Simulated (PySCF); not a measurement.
## Nuclear quadrupole coupling in `COc1ccncc1`

Species: C6H7NO.
SMILES with atom numbers: `[CH3:1][O:2][c:3]1[cH:4][cH:5][n:6][cH:7][cH:8]1` (hydrogens: H9, H10, H11 on C1; H12 on C4; H13 on C5; H14 on C7; H15 on C8)

Cartesian coordinates in Å at the PBE0-D3(BJ)/def2-TZVP level; atoms count from 1:
```
atom  x, y, z in Å
C1     2.4054   -0.1168    0.5066
O2     1.3941    0.8434    0.2981
C3     0.1537    0.4012    0.0325
C4    -0.8253    1.3660   -0.1925
C5    -2.1116    0.9485   -0.4659
N6    -2.4887   -0.3287   -0.5311
C7    -1.5447   -1.2327   -0.3147
C8    -0.2179   -0.9371   -0.0306
H9     2.5296   -0.7607   -0.3695
H10    3.3232    0.4426    0.6754
H11    2.1920   -0.7354    1.3841
H12   -0.5669    2.4165   -0.1504
H13   -2.8889    1.6863   -0.6442
H14   -1.8550   -2.2731   -0.3685
H15    0.4871   -1.7399    0.1349
```

Field gradients from the PBE0/pcSseg-2 density (PySCF, non-relativistic), principal values in atomic units, ordered |Vxx| ≤ |Vyy| ≤ |Vzz|:

```tsv
atom	Vxx	Vyy	Vzz
O2	-0.3338	-1.4944	1.8282
N6	0.3572	0.6796	-1.0368
```

**Question.** Find the asymmetry η = (Vxx − Vyy)/Vzz and the couplings χ = eQV/h (234.96 MHz × Q in barn × V in au), with Q(17O) = −0.0256 b, Q(14N) = 0.02044 b.

**Answer.** 
```tsv
atom	environment	nucleus	η	χzz (MHz)	χxx (MHz)	χyy (MHz)
O2	aryl ether oxygen	17O	0.63	-11.00	2.01	8.99
N6	pyridine-type nitrogen	14N	0.31	-4.980	1.716	3.264
```

**Question.** What is Vzz at N6 in SI units (1 au = 9.71736 × 10²¹ V/m²)?

**Answer.** -1.0368 au = -10.075 × 10²¹ V/m².

**Question.** And the gradient at the other heavy atoms, for which no coupling is worked out here?

**Answer.** 
```json
{"atom": "C1", "environment": "methoxy carbon", "Vzz (au)": "0.437", "η": "0.08"}
{"atom": "C3", "environment": "aromatic carbon bearing oxygen", "Vzz (au)": "-0.435", "η": "0.31"}
{"atom": "C4", "environment": "aromatic CH carbon", "Vzz (au)": "0.245", "η": "0.40"}
{"atom": "C5", "environment": "aromatic CH next to a ring nitrogen", "Vzz (au)": "0.368", "η": "0.34"}
{"atom": "C7", "environment": "aromatic CH next to a ring nitrogen", "Vzz (au)": "0.370", "η": "0.26"}
{"atom": "C8", "environment": "aromatic CH carbon", "Vzz (au)": "0.214", "η": "0.36"}
```

Were the hydrogens deuterons (Q(2H) = 0.00286 b), χzz would run from 183 kHz (H11 and H9) to 202 kHz (H15).

One conformer (not necessarily the lowest) at the PBE0-D3(BJ)/def2-TZVP geometry, without solvent, vibrations or thermal averaging.

The run behind these numbers computed NMR shieldings as well. On an AMD EPYC with 2 threads, on a shared host, this took 2.3 min wall, 4.4 min CPU and 2.6 GiB of memory at its peak.
